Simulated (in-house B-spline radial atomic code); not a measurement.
BSE on G0W0@HF excitations of Kr VII (Kr6+)

Method: BSE on G0W0@HF. Computed with an all-electron radial atomic-structure program (B-spline basis): linear response of the closed shell [Ar] 3d10 4s2 with a statically screened interaction on G0W0 levels; non-relativistic, point nucleus, no spin-orbit coupling, no double excitations, S, P, D and F terms only; shells from n = 2 respond. Only terms of natural parity with L up to 3 were computed.

Without relativity these are model numbers for so heavy an element.

Command:
```bash
python run_td.py task.json out
```
Settings (radii: box in bohr, nucleus in fm):
```
Z                        36
electrons                30
configuration            [Ar] 3d10 4s2
hamiltonian              nr
method                   bse
box_radius               14.35
intervals                53
```

Cost of the run: 1 s on 1 thread of Intel(R) Xeon(R) Platinum 8488C (Sapphire Rapids) (shared host).

The lowest states, in the order of their Tamm-Dancoff energies; the method's threshold (minus the highest G0W0 level) is 107.71 eV. Labels give the largest channel, * marks a mixed state, and oscillator strengths are full-response dipole values. Energies in eV:

```
     state  full response  Tamm-Dancoff  oscillator strength
4s → 4p 3P         13.542        13.758                    -
4s → 4p 1P         20.144        20.966                 1.49
4s → 4d 3D          42.75         42.77                    -
4s → 4d 1D          45.36         45.41                    -
4s → 5s 3S              ?             ?                    -
4s → 5s 1S          55.55         55.58                    -
4s → 5p 3P              ?             ?                    -
4s → 5p 1P          61.37         61.42                 0.11
4s → 4f 3F          64.41         64.41                    -
4s → 4f 1F          65.36         65.36                    -
```

Question: Where does 4s → 5s 3S lie?

Answer: At 54.10 eV in full response, 54.11 eV in Tamm-Dancoff.

Question: Where does 4s → 5p 3P lie?

Answer: At 60.70 eV in full response, 60.70 eV in Tamm-Dancoff.

Question: How large is the singlet-triplet splitting of 4s → 4p (P terms) in Tamm-Dancoff?

Answer: 7.21 eV, from the unrounded values.

Question: What polarisabilities and dispersion coefficient does the method give?

Answer: Dipole 2.956 bohr³, quadrupole 3.234 bohr⁵, C6 5.681 hartree·bohr⁶ for two such species.
